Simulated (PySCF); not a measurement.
SMILES F[C](F)(F)[InH2] (CH2F3In) (PBE0/def2-SVP optimised geometry):

```
7

In     0.116     0.821     0.000
C     -0.913    -1.155     0.020
F     -0.087    -2.202    -0.136
F     -1.840    -1.251    -0.952
F     -1.559    -1.349     1.187
H     -0.916     2.202     0.000
H      1.840     0.821     0.000
```

Calculation: PBE0/def2-TZVP, def2 effective core potentials past Kr in PySCF.

**Question.** What are the frontier orbital energies and the dipole moment?

**Answer.** HOMO-2 -11.46 eV, HOMO-1 -8.83 eV, HOMO -8.09 eV, LUMO -2.27 eV, LUMO+1 -0.31 eV; dipole moment 2.40 D.

On the same geometry PBE/def2-TZVP, def2 effective core potentials past Kr (PySCF) gives HOMO-2 -9.32 eV, HOMO-1 -7.58 eV, HOMO -6.73 eV, LUMO -2.99 eV, LUMO+1 -1.18 eV; dipole moment 2.11 D.
